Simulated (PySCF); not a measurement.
## Correlation energy of Tc (technetium, neutral)

[Kr] 4d5 5s2, high-spin 6S determinant. Calculation: PySCF 2.14, in aug-cc-pwCVDZ-PP with ECP28MDF (6s6p5d3f, 70 functions); a scalar-relativistic core potential. Frozen: 4s2 4p6; 7 electrons correlated.

```json
{"level": "CCSD", "correlation energy (mhartree)": "-132.00"}
{"level": "(T)", "correlation energy (mhartree)": "-4.30"}
{"level": "CCSD(T)", "correlation energy (mhartree)": "-136.30"}
```

Diagnostics: T1 = 0.028, D1 = 0.0992, largest double amplitude 0.054.

Cost of the coupled-cluster step: about 13 core-seconds, for 7 correlated electrons.
